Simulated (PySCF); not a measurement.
Molfile (atoms numbered from 1):
```
C6HFN2
     RDKit          3D

 10  9  0  0  0  0  0  0  0  0999 V2000
    2.1728   -0.7876    0.1898 C   0  0  0  0  0  0  0  0  0  0  0  0
    1.1348   -0.1927    0.0857 C   0  0  0  0  0  0  0  0  0  0  0  0
   -0.0517    0.5626   -0.0369 C   0  0  0  0  0  0  0  0  0  0  0  0
    0.1006    1.9710   -0.1015 C   0  0  0  0  0  0  0  0  0  0  0  0
    0.2379    3.1059   -0.1522 N   0  0  0  0  0  0  0  0  0  0  0  0
   -1.2716   -0.0266   -0.0890 C   0  0  0  0  0  0  0  0  0  0  0  0
   -2.3899    0.6971   -0.2040 F   0  0  0  0  0  0  0  0  0  0  0  0
   -1.4366   -1.4296   -0.0248 C   0  0  0  0  0  0  0  0  0  0  0  0
   -1.5551   -2.5678    0.0291 N   0  0  0  0  0  0  0  0  0  0  0  0
    3.0678   -1.3278    0.2813 H   0  0  0  0  0  0  0  0  0  0  0  0
  1  2  3  0
  2  3  1  0
  3  4  1  0
  4  5  3  0
  3  6  2  0
  6  7  1  0
  6  8  1  0
  8  9  3  0
  1 10  1  0
M  END
```

Geometry: GFN2-xTB; GIAO absolute shieldings from PySCF, gas phase, non-relativistic, averaged over equivalent atoms.

At PBE0/MINI (46 basis functions, 2.7 s wall time on 1 thread of an Arm Neoverse V2, shared host):
```
atoms  σ (ppm)
   C6    104.3
   C1    140.6
   C3    143.7
   C8    147.9
   C4    149.8
   C2    172.9
   N9    -39.9
   N5    -33.5
   F7    225.5
  H10    25.49
```

Question: Estimate the result of repeating the calculation with PBE0/pcSseg-1.

Answer: 
```json
{"atoms": "C6", "σ at PBE0/pcSseg-1": "26.8", "change": "-77.5"}
{"atoms": "C1", "σ at PBE0/pcSseg-1": "81.2", "change": "-59.4"}
{"atoms": "C3", "σ at PBE0/pcSseg-1": "85.3", "change": "-58.4"}
{"atoms": "C8", "σ at PBE0/pcSseg-1": "71.1", "change": "-76.8"}
{"atoms": "C4", "σ at PBE0/pcSseg-1": "72.4", "change": "-77.4"}
{"atoms": "C2", "σ at PBE0/pcSseg-1": "110.7", "change": "-62.2"}
{"atoms": "N9", "σ at PBE0/pcSseg-1": "-86.8", "change": "-46.9"}
{"atoms": "N5", "σ at PBE0/pcSseg-1": "-79.5", "change": "-46.0"}
{"atoms": "F7", "σ at PBE0/pcSseg-1": "261.6", "change": "+36.1"}
{"atoms": "H10", "σ at PBE0/pcSseg-1": "28.15", "change": "+2.66"}
```

The largest change is at C6 (fully substituted alkene carbon). Cost: 158 basis functions, 14 s wall time on 1 thread of an Arm Neoverse V2, shared host. The order of the carbon signals changes between the two levels.
